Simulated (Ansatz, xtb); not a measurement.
**C3H4BF3: which of two isomers lies lower**

We compare I, `BC(=C)C(F)(F)F`, a singlet, with II, `B/C=C\C(F)(F)F`, a singlet. Both are isolated molecules in the gas phase, relaxed with PBE0-D3(BJ)/def2-SVP; the shapes shown needn't be the lowest conformers.

I (Å):

```xyz
11

C     0.7849   -0.4211   -0.4197
C     1.7537   -1.0589    0.2606
C     0.6220   -0.6719   -1.8941
B    -0.1685    0.5721    0.2884
F     1.5027   -1.5546   -2.3780
F    -0.6002   -1.1421   -2.1643
F     0.7728    0.4605   -2.5889
H    -1.0347    1.1519   -0.3159
H    -0.0249    0.7570    1.4730
H     2.4396   -1.7635   -0.2207
H     1.8801   -0.8828    1.3323
```

II (Å):

```xyz
11

C     0.8381   -0.2467    0.5420
C     1.1772   -1.2124   -0.3292
C     0.8862   -1.1941   -1.8099
B     0.0855    1.0662    0.1825
F     1.3643   -2.3048   -2.3790
F    -0.4226   -1.1470   -2.0647
F     1.4563   -0.1548   -2.4222
H    -0.2604    1.2941   -0.9474
H    -0.1562    1.8699    1.0509
H     1.1327   -0.4308    1.5817
H     1.7099   -2.1156   -0.0112
```

Estimate E(II) − E(I) at the level CCSD(T)/def2-SVP + ΔMP2/def2-TZVPP.

Calculated at CCSD(T)/def2-SVP + ΔMP2/def2-TZVPP: E(II) − E(I) = +0.227 eV, so structure I lies lower.

How the difference moves with the method:

```csv
level,geometry,E(II) − E(I) (eV),departure from the last row (eV),"job, with rough time for the two"
GFN2-xTB,GFN2-xTB,+0.153,−0.074,"optimisation, 0.16 s"
HF/STO-3G,GFN2-xTB,+0.155,−0.072,"single point, 0.4 s"
r2SCAN-D4/def2-SVP,GFN2-xTB,+0.215,−0.012,"single point, 3 s"
PBE0-D3(BJ)/def2-SVP,PBE0-D3(BJ)/def2-SVP,+0.221,−0.006,"optimisation, 29 s"
HF/def2-SVP,PBE0-D3(BJ)/def2-SVP,+0.266,+0.039,part of the CCSD(T) run
MP2/def2-SVP,PBE0-D3(BJ)/def2-SVP,+0.245,+0.018,part of the CCSD(T) run
CCSD(T)/def2-SVP,PBE0-D3(BJ)/def2-SVP,+0.233,+0.006,single point
CCSD(T)/def2-SVP + ΔMP2/def2-TZVPP,PBE0-D3(BJ)/def2-SVP,+0.227,,"single point, 54 s"
```

As drawn, both hold the same kinds of bond in the same numbers.

None of the levels shown reverses the order. The largest departure from CCSD(T)/def2-SVP + ΔMP2/def2-TZVPP is that of GFN2-xTB, 0.074 eV. The last row adds to CCSD(T) the change of the MP2 difference between the two basis sets, here −0.006 eV.

With thermal terms from frequencies at re-optimised GFN2-xTB minima (ideal gas, soft modes damped towards free rotors, one conformer each, 298.15 K, 1 atm): on the last row, ΔE + ΔZPE = +0.222, ΔH = +0.216, ΔG = +0.225 eV.

The correlated steps freeze 7 core orbitals. Programs: Ansatz 0.2.0, xtb 6.7.1; the last row on 2 threads of Intel(R) Xeon(R) Platinum 8488C (Sapphire Rapids) on a shared host.
